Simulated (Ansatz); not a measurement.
The lowest singlet and triplet of C3H2 (SMILES [C]=C=C); geometries from B3LYP-D3(BJ)/def2-TZVP, each state relaxed from the structure named, with no frequency check.
Singlet (charge 0, multiplicity 1):
```json
[
 {"atom": "C", "x (Å)": "1.4744", "y (Å)": "-0.0210", "z (Å)": "-0.1412"},
 {"atom": "C", "x (Å)": "0.2002", "y (Å)": "-0.0029", "z (Å)": "-0.0192"},
 {"atom": "C", "x (Å)": "-1.1140", "y (Å)": "0.0159", "z (Å)": "0.1067"},
 {"atom": "H", "x (Å)": "-1.6882", "y (Å)": "0.9270", "z (Å)": "-0.0405"},
 {"atom": "H", "x (Å)": "-1.6753", "y (Å)": "-0.8791", "z (Å)": "0.3625"}
]
```
Triplet (charge 0, multiplicity 3):
```xyz
5

C      1.4667    -0.1469    -0.1284
C      0.2105     0.1111    -0.0517
C     -1.1204     0.0329     0.1180
H     -1.7382     0.9102    -0.0330
H     -1.6025    -0.8931     0.4053
```

A positive gap puts the triplet lower; no zero-point energy. R- takes a restricted singlet. U- takes an unrestricted singlet (broken symmetry where lower, unprojected). The triplet is unrestricted in single-reference levels.

Codes used: Ansatz (a quantum-chemistry and plane-wave program) with Gaussian orbitals. Values without a source in brackets are computed.

Question: What gap E(singlet) − E(triplet), adiabatic does U-r2SCAN/def2-TZVPP give?

Answer: -20.4 kcal/mol

Question: Estimate the gap E(singlet) − E(triplet), adiabatic that R-BHLYP/def2-TZVPP returns for this input.

Answer: -26.5 kcal/mol

Question: What gap E(singlet) − E(triplet), adiabatic does U-B3LYP/def2-TZVPP give?

Answer: -28.9 kcal/mol
